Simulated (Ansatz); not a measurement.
The cluster Si₃Au⁺ was relaxed with r2SCAN-D4 (def2-SVP) in Ansatz in these states: charge +1 quintet, charge +1 singlet, charge +1 triplet. The geometries follow in no particular order.

In the def2 sets Au takes a core potential; there is no spin–orbit coupling.

A:

Cartesian coordinates in Å:
```
Au 0.364 1.532 -0.024
Si -0.090 0.060 1.777
Si 0.095 -0.040 -1.777
Si -0.369 -1.552 0.025
```

B:

```xyz
4

Au    0.901    1.213   -0.651
Si   -0.971    1.138    0.882
Si    1.199   -1.179   -0.434
Si   -1.129   -1.173    0.203
```

C:

```
atom    x (Å)    y (Å)    z (Å)
 Au1   1.1736   0.1197   0.6885
 Si2   0.2366  -1.9340  -0.2106
 Si3  -0.3607   1.9214   0.1371
 Si4  -1.0495  -0.1071  -0.6150
```

Task: Judge from the bond lengths which geometry belongs to which state (an estimate).

Result: A is the charge +1 triplet (Au1–Si4 3.170 Å, Si3–Si4 2.397 Å, Si2–Si4 2.397 Å); B is the charge +1 quintet (Au1–Si4 3.247 Å, Si3–Si4 2.414 Å, Si2–Si4 2.414 Å); C is the charge +1 singlet (Au1–Si4 2.587 Å, Si3–Si4 2.271 Å, Si2–Si4 2.271 Å).

At PBE0-D4/def2-TZVP a singlet lies 0.40 eV below the charge +1 triplet. At PBE0-D4/def2-TZVP a singlet lies 1.77 eV below the charge +1 quintet. These are the stationary points nearest to one start from a short search; other shapes may lie lower in each state.
